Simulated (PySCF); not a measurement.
Labels have come off several samples. The candidates:

A. `C[SiH]1C(=O)C=CC1=O`
B. `FC(F)(F)c1cncnn1`
C. `Cc1nnc(F)cc1F`

Spectrum 1. $^{13}$C{$^{1}$H} NMR (computed): δ 244.8 (C), 151.9 (CH), -10.1 (CH3).

Spectrum 2. $^{13}$C{$^{1}$H} NMR (computed): δ 175.6 (C, dd, J = 308.0, 1.5 Hz), 172.5 (C, dd, J = 353.3, 5.6 Hz), 154.4 (C), 105.1 (CH, dd, J = 33.5, 9.8 Hz), 19.9 (CH3, d, J = 4.1 Hz).

Spectrum 3. $^{13}$C{$^{1}$H} NMR (computed): δ 164.4 (CH), 159.7 (C, q, J = 37.3 Hz), 153.8 (CH, q, J = 1.6 Hz), 131.3 (C, q, J = 342.3 Hz).

PySCF 2.14 calculation with geometry: GFN2-xTB, J couplings at B3LYP/pcJ-1 (spin–dipole term left out of most H,H and C,H couplings) and PBE0/pcSseg-1 with gauge-including orbitals; no solvent, fast rotation and ring inversion assumed for equivalent nuclei, non-relativistic Hamiltonian, one computed conformer.

Referencing at the same level of theory: TMS for $^{13}$C (σ = 186.93 ppm). One-bond C–F couplings are unscaled and too large by tens of Hz. Shifts are as computed. Against solution values, carbons near 30 ppm lie about +3 ppm off and those near 130 ppm about +5 ppm. Of 1211 compounds with measured shifts, 218 miss one by over three times the rms of a fit or turn the order of signals round; such compounds aren't used in these exercises.

Q: Match each spectrum to its structure.

A: 1–A, 2–C, 3–B.

- Spectrum 1 (A): 3 $^{13}$C signals; δC 151.9 is a β carbon of a C=C–C=O unit; δC -10.1 is a methyl carbon bonded to Si.
- Spectrum 2 (C): 5 $^{13}$C signals; δC 175.6 is an aromatic carbon bearing fluorine; δC 172.5 is an aromatic carbon bearing fluorine.
- Spectrum 3 (B): 4 $^{13}$C signals; δC 153.8 is an aromatic CH next to a ring nitrogen; δC 131.3 is a CF3 carbon.
